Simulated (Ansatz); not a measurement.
A CCSD(T) single point on CH$_{4}$O$_{2}$SSi, SMILES `O[SiH]1OCS1`.

```yaml
crystal:
  periodic: [false, false, false]
  atoms:
    - {symbol: O, position_ang: [-0.685363, 1.346119, 1.610997]}
    - {symbol: Si, position_ang: [0.366218, 0.708587, 0.547973]}
    - {symbol: O, position_ang: [0.376047, -0.947866, 0.430528]}
    - {symbol: C, position_ang: [0.077252, -1.077205, -0.949807]}
    - {symbol: S, position_ang: [-0.163737, 0.672881, -1.507469]}
    - {symbol: H, position_ang: [-1.615789, 1.141363, 1.493987]}
    - {symbol: H, position_ang: [1.657899, 1.295252, 0.945202]}
    - {symbol: H, position_ang: [-0.835439, -1.655770, -1.100913]}
    - {symbol: H, position_ang: [0.911412, -1.529661, -1.487500]}
basis:
  gaussian: {orbitals: def2-SVP}
correlation: {method: ccsd_t}
```

```sh
$ ansatz run in.yaml --threads 4 --pin off --events-out ev --progress --plain
```

Output of Ansatz, abridged:

```
Functional definition: HF
934 factors; integrals over basis functions are off by at most 1.2e-3 eV
mean field evaluation 1: about -23836.5959 eV, gradient 4.1e1 eV
mean field evaluation 2: about -23836.6001 eV, gradient 4.1e1 eV
mean field evaluation 4: about -23840.0360 eV, gradient 3.1e0 eV
mean field evaluation 8: about -23840.0710 eV, gradient 2.2e-4 eV
mean field -23840.07101926 eV, -876.1064505773 hartree, gradient 1.4e-6 eV, S^2 0.000000; 0 other end points of the search recorded, 0 dependent functions left out
13 core orbitals not correlated: weight in the atoms' cores, before any rotation towards them, 1.000 or more for the frozen orbitals, at most 0.000 for the correlated occupied ones
reference -23840.07101926 eV, -876.1064505773 hartree; 15, 15 occupied and 70, 70 virtual orbitals, 934 factors
second order -19.65652002 eV of doubles, -0.00000000 eV of singles
cycle   1  -20.08411679 eV  change   -4.3e-1 eV  update   1.0e-1
cycle   2  -20.58154651 eV  change   -5.0e-1 eV  update   2.9e-2
cycle   3  -20.70257519 eV  change   -1.2e-1 eV  update   1.5e-2
cycle   4  -20.69685899 eV  change    5.7e-3 eV  update   3.3e-3
cycle   5  -20.69630103 eV  change    5.6e-4 eV  update   1.5e-3
cycle   6  -20.69670315 eV  change   -4.0e-4 eV  update   4.6e-4
cycle   7  -20.69645679 eV  change    2.5e-4 eV  update   1.6e-4
cycle   8  -20.69638604 eV  change    7.1e-5 eV  update   4.5e-5
cycle   9  -20.69639411 eV  change   -8.1e-6 eV  update   1.6e-5
perturbative correction -0.57814737 eV, -0.0212465239 hartree
Total energy: -23861.34556074 eV, -876.8882755561 hartree
```

Run time 3.4 s (4 threads of a server CPU on a shared host); peak host memory 0.39 GiB.

MP2 recovers 92.4 % of the CCSD(T) correlation energy and the triples give 2.7 %; T1 = 0.0122.
